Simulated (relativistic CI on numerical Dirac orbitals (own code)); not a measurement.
**Ti4+: K-alpha X-ray emission**

Computed with this model: Dirac-Coulomb-Breit CI, KLI orbitals optimised for each configuration, QED by a radiative potential, valence Slater integrals scaled by 0.8, multiplet model of X-ray emission after core ionisation; configurations [Ne] 3s2 3p6 → 1s 2s2 2p6 3s2 3p6 → [He] 2s2 2p5 3s2 3p6; 80 K; Lorentzian 1.26 eV and Gaussian 0.6 eV FWHM. Energies are those of the free ion, without screening or charge transfer. S is read from ⟨S²⟩ = S(S + 1).

free ion: ground-state S = 0.00, centroid 4506.00 eV. Peaks (eV, height): 4502.2 (51), 4507.8 (100).

Strongest unbroadened transitions for free ion:

```csv
Energy (eV),Relative strength
4502.25,50.1
4507.87,100.0
```
